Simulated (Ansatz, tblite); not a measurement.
Cost and result up the ladder for InO2H (4 atoms). Charge 0, multiplicity 1. Geometry: PBE0-D4/def2-TZVP.

```xyz
4

In   -0.535   -1.091   -1.382
O     0.136    0.774    0.131
O    -0.558   -0.419    0.616
H     0.957    0.736    0.635
```

Ansatz on 2 threads of Arm Neoverse V2 on a shared host; xTB runs through tblite on one thread. Times are rough, summed over both states, and most runs start from the orbitals of an earlier one. PBE0-D4/def2-TZVP serves as the yardstick here, not as an exact answer. The other state is a triplet.

In the def2 sets In takes a core potential; there is no spin–orbit coupling. The xTB rows come from tblite. The structure holds one bond between oxygen atoms, so isomers without such links may lie far lower. The structure comes from a short search, and lower isomers may exist.

xTB has no spin-polarisation term.

```
                          level  functions  wall time  vertical triplet (eV)  difference from PBE0-D4/def2-TZVP (eV)
                       GFN1-xTB         19    0.005 s                   6.86                                    3.58
                       GFN2-xTB         18    0.005 s                   6.11                                    2.83
               PBE-D4/def2-TZVP        118      5.3 s                   3.15                                   -0.13
PBE0-D4/def2-TZVP (with forces)        118      9.4 s                   3.28                                    0.00
            r2SCAN-D4/def2-TZVP        118       14 s                   3.18                                   -0.11
```
